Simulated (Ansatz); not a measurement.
CH8AlBSi2 at its PBE0-D4/def2-TZVP geometry, where that method's forces vanish. The species carries charge 0 and has multiplicity 1. The bonds changed during the relaxation, so this is another structure than the one it started from.

```xyz
13

B     1.4744    0.2750   -1.3553
Si    1.2100    0.6412    0.4564
C     0.1263   -0.4096    1.5545
Si   -1.5199   -0.5320    0.5865
Al   -0.6506    0.2401   -1.5677
H     2.1607    0.8701   -2.1248
H     0.9573   -0.7876   -1.7756
H     1.6096    1.9384    1.0644
H     0.5683   -1.4061    1.6419
H    -0.0103    0.0005    2.5561
H    -2.1941   -1.8460    0.8018
H    -2.4275    0.5145    1.1488
H    -1.3043    0.5016   -2.9870
```

(1) What forces (eV/Å) does B3LYP-D4/def2-TZVPP give on these atoms in the Gaussian-basis code of Ansatz? (Estimate.)

Answers

(1) The calculation gave: 
```
B1   0.044 -0.031 -0.077
Si2  0.290  0.146  0.075
C3   0.030 -0.045  0.085
Si4 -0.251 -0.056  0.012
Al5 -0.156 -0.005 -0.192
H6  -0.075 -0.068  0.089
H7   0.056  0.114  0.031
H8  -0.037 -0.071 -0.043
H9  -0.028  0.066  0.018
H10  0.018 -0.040 -0.053
H11  0.032  0.071 -0.008
H12  0.045 -0.063 -0.025
H13  0.033 -0.019  0.089
```

B3LYP here is the variant with VWN-RPA as its local correlation; programs differ in this.
